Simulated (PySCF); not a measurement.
Compound: C5H9N3Si.
Geometry (GFN2-xTB, Å), atoms numbered from 1 in this order:
```
atom  x, y, z in Å
C1    -3.3269   -0.1924   -0.8767
C2    -2.5006   -0.3061    0.1442
C3    -1.5812    0.7874    0.6072
N4    -0.2299    0.3079    0.6980
N5     0.1755   -0.4741    1.6706
C6     1.4434   -0.7193    1.3879
C7     1.7798   -0.0484    0.1998
Si8    3.3880    0.0304   -0.7527
N9     0.6792    0.5884   -0.1991
H10   -3.9769   -0.9970   -1.1743
H11   -3.3953    0.7157   -1.4530
H12   -2.4339   -1.2207    0.7175
H13   -1.5841    1.6253   -0.0917
H14   -1.8844    1.1273    1.6037
H15    2.0516   -1.3366    2.0157
H16    3.1932   -0.5536   -2.0801
H17    3.8266    1.4216   -0.8648
H18    4.3671   -0.7496    0.0094
```

Computed at PBE0/pcSseg-1 (PySCF, non-relativistic), with Q(14N) = 0.02044 b: N4, 14N (I = 1): χzz = -3.277 MHz, η = 0.512; N5, 14N (I = 1): χzz = -5.049 MHz, η = 0.378; N9, 14N (I = 1): χzz = -5.240 MHz, η = 0.330.

(1) Where would the pure quadrupole (NQR) lines of 14N at N4 fall for the rigid, isolated species?

(2) Where would the pure quadrupole (NQR) lines of 14N at N5 fall for the rigid, isolated species?

(3) Where would the pure quadrupole (NQR) lines of 14N at N9 fall for the rigid, isolated species?

Answers

(1) From ν± = (3/4)|χ|(1 ± η/3) and ν0 = |χ|η/2: ν+ 2.877 MHz, ν− 2.038 MHz, ν0 0.839 MHz (pyrrole-type nitrogen).

(2) From ν± = (3/4)|χ|(1 ± η/3) and ν0 = |χ|η/2: ν+ 4.264 MHz, ν− 3.309 MHz, ν0 0.955 MHz (pyridine-type nitrogen).

(3) From ν± = (3/4)|χ|(1 ± η/3) and ν0 = |χ|η/2: ν+ 4.363 MHz, ν− 3.498 MHz, ν0 0.865 MHz (pyridine-type nitrogen).

In a crystal, neighbours and librations shift these lines. GFN2-xTB frequencies show an imaginary mode (35i cm⁻¹), so this geometry is no minimum at that level. GFN2-xTB bond lengths can be off by several hundredths of an ångström, more for odd bonds, and the gradients follow them. With a basis this small, the couplings can be 20 % off.

One conformer stands for the species.
